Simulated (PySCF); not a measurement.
# Two-photon absorption: SMILES C=C/C=C/B(C)C, C6H11B

Geometry:
| atom | x (Å) | y (Å) | z (Å) |
| --- | --- | --- | --- |
| C1 | 3.596 | 0.537 | 0.309 |
| C2 | 2.605 | -0.284 | -0.072 |
| C3 | 1.213 | 0.118 | -0.150 |
| C4 | 0.191 | -0.685 | -0.531 |
| B5 | -1.302 | -0.245 | -0.594 |
| C6 | -2.387 | -1.334 | -0.942 |
| C7 | -1.756 | 1.236 | -0.317 |
| H8 | 3.393 | 1.576 | 0.586 |
| H9 | 4.635 | 0.201 | 0.356 |
| H10 | 2.835 | -1.320 | -0.345 |
| H11 | 1.000 | 1.158 | 0.128 |
| H12 | 0.460 | -1.718 | -0.797 |
| H13 | -2.068 | -1.993 | -1.767 |
| H14 | -3.390 | -0.939 | -1.164 |
| H15 | -2.484 | -1.999 | -0.062 |
| H16 | -2.637 | 1.259 | 0.347 |
| H17 | -2.110 | 1.661 | -1.276 |
| H18 | -0.994 | 1.920 | 0.085 |

Computed, not measured: TDDFT LC-wPBE/aug-cc-pVDZ excited states, vertical, gas phase in PySCF 2.14.0. Geometry: PBE0-D3(BJ)/def2-SVP.

(1) Give the one- and two-photon strengths of the lowest singlets.

Results:

(1) δ for parallel linear polarisation; σ at the peak of a Lorentzian of half width 0.1 eV, single beam; Ω is circular over linear.
```csv
state,E (eV),f,photon λ (nm),δ (au),σ (GM),Ω,main
S1,5.22,0.808,475,329,3.28,0.71,HOMO→LUMO 0.96
S2,5.68,0.000,437,0.64,0.01,1.40,"HOMO−1→LUMO 0.47, HOMO−2→LUMO 0.41"
S3,5.99,0.002,414,1.11,0.01,1.28,"HOMO−2→LUMO 0.44, HOMO−1→LUMO 0.37"
S4,6.86,0.003,362,157,2.71,1.50,"HOMO→LUMO+1 0.63, HOMO→LUMO+3 0.08"
S5,7.15,0.000,347,8.73,0.16,1.03,"HOMO→LUMO+3 0.34, HOMO−4→LUMO 0.29"
```

Among these, the strongest one-photon state is S1, the strongest two-photon state S1, with a dipole change of 2.4 D (relaxed, norm of the difference vector).
